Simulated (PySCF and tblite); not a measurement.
Results of a calculation; reference values are marked as such.
Conformers and averaged properties: C₃H₅F₃Si₂, numbered as in [CH:1]#[C:2][SiH2:3][SiH2:4][C:5]([F:6])([F:7])[F:8]

Conformers came from 60 starts (ETKDG and KDG, MMFF94s, GFN2-xTB); geometries are GFN2-xTB. Energies: BP86-D3(BJ)/cc-pVDZ (IEF-PCM, dimethylsulfoxide), with GFN2-xTB thermal terms (modes under about 200 cm⁻¹ blended into free rotors). Symmetry numbers and mirror images are counted. Conformers within 2 kcal/mol (GFN2-xTB free energy) were kept, 3 at most. GIAO shieldings: KT3/pcSseg-1 (IEF-PCM, dimethylsulfoxide), grid level 3. (PySCF 2.14, tblite 0.8.)

Torsions listed: C2–Si3–Si4–C5. Of a mirror pair one member is shown.

| conformer | shape | symmetry | E(GFN2) kcal/mol | E(DFT) kcal/mol | G(298.15 K) kcal/mol | weight % | dipole D |
| --- | --- | --- | --- | --- | --- | --- | --- |
| 1 | -68° | C1 (pair) | 0.49 | 0.00 | 0.00 | 88.2 | 2.41 |
| 2 | 180° | Cs | 0.00 | 0.58 | 1.19 | 11.8 | 2.67 |

Weights (%) against temperature:

```
 T (K)     1     2  S(mix) cal/mol/K
   150  94.8   5.2              1.71
   180  93.1   6.9              1.78
273.15  89.1  10.9              1.91
298.15  88.2  11.8              1.94
   320  87.6  12.4              1.95
```

Coordinates of conformer 1 (Å):

```xyz
13

C     1.538    2.643    0.831
C     1.536    1.442    0.779
Si    1.475   -0.405    0.706
Si   -0.278   -1.041   -0.679
C    -1.915   -0.532    0.243
F    -3.035   -0.919   -0.397
F    -2.024    0.804    0.415
F    -1.991   -1.069    1.484
H     1.548    3.695    0.878
H     2.752   -0.869    0.146
H     1.338   -0.894    2.083
H    -0.499   -2.476   -0.882
H    -0.450   -0.376   -1.973
```


Conformer gaps in cc-pVDZ on xTB geometries can be 2 kcal/mol off for S=O, P=O and other polar bonds.